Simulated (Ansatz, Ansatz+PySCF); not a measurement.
```xyz
2

Mg    0.0000    0.0000   -0.8845
F     0.0000    0.0000    0.8845
```

Basis set: def2-SVP (spherical functions). Left uncorrelated: 2 orbitals. Charge 0, multiplicity 2.

Computed with Ansatz (development build ahead of 0.2.0); each method stands on the lowest determinant of its kind that the runs found.

(1) Give the atomization energy at this shape (free ground-state atoms in the same class of orbitals less the molecule, no zero-point energy) of doublet MgF by UHF-CCSD(T), UHF-MP2, ROHF, UHF.

## Answers

(1)

| method | atomization energy |
| --- | --- |
| UHF-CCSD(T) | 96.54 kcal/mol |
| UHF-MP2 | 109.04 kcal/mol |
| ROHF | 81.22 kcal/mol |
| UHF | 79.04 kcal/mol |
